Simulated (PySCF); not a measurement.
## SMILES C(=C)OB(P)OC, C₃H₈BO₂P

Geometry:
| atom | x (Å) | y (Å) | z (Å) |
| --- | --- | --- | --- |
| C1 | 3.085 | -0.157 | 0.890 |
| C2 | 1.889 | 0.221 | 0.475 |
| O3 | 0.808 | -0.607 | 0.561 |
| B4 | -0.442 | -0.294 | 0.149 |
| P5 | -1.749 | -1.673 | 0.520 |
| O6 | -0.703 | 0.906 | -0.399 |
| C7 | -1.976 | 1.331 | -0.816 |
| H8 | 3.926 | 0.506 | 0.818 |
| H9 | 3.246 | -1.132 | 1.314 |
| H10 | 1.691 | 1.195 | 0.046 |
| H11 | -0.821 | -2.686 | 0.612 |
| H12 | -2.050 | -1.956 | -0.801 |
| H13 | -2.001 | 1.367 | -1.908 |
| H14 | -2.758 | 0.654 | -0.456 |
| H15 | -2.148 | 2.333 | -0.418 |

Computed, not measured: GIAO mPW1PW91/STO-3G magnetisability, rotational g tensor and spin-rotation constants, non-relativistic, gas phase (PySCF 2.14.0). Geometry: GFN2-xTB.

Q: What are the magnetisability and the molar susceptibility?

A: Isotropic -1188 × 10⁻³⁰ J/T², or -71.6 × 10⁻⁶ cm³/mol; principal values -1355, -1139, -1071 × 10⁻³⁰ J/T², anisotropy 257 × 10⁻³⁰ J/T² (root of half the summed squared differences of the principal values). The susceptibility is in cgs units.

Q: Split it along the inertial axes a, b, c into diamagnetic and paramagnetic parts about the centre of mass, with the quadrupole moment.

A: 
```csv
axis,χ (10⁻⁶ cm³/mol),diamagnetic (10⁻⁶ cm³/mol),paramagnetic (10⁻⁶ cm³/mol),summed x² of all electrons (Å²),quadrupole Θ (D Å)
a,-67.6,-483.3,415.7,223.9,+0.62
b,-65.5,-1003.7,938.2,101.3,+0.75
c,-81.6,-1379.5,1298.0,12.7,-1.37
```
Anisotropies 2χaa − χbb − χcc = +11.8 and 2χbb − χaa − χcc = +18.2 × 10⁻⁶ cm³/mol. Θ is traceless in Buckingham's convention.

Q: And the rotational g tensor?

A: 
| axis | rotational constant (GHz) | g | nuclear part | electronic part |
| --- | --- | --- | --- | --- |
| a | 3.0694 | -0.0161 | 0.5833 | -0.5994 |
| b | 1.3185 | -0.0083 | 0.5728 | -0.5811 |
| c | 0.9336 | +0.0017 | 0.5710 | -0.5693 |

Asymmetric top; isotopes 11B, 12C, 1H, 16O, 31P; no vibrational averaging.
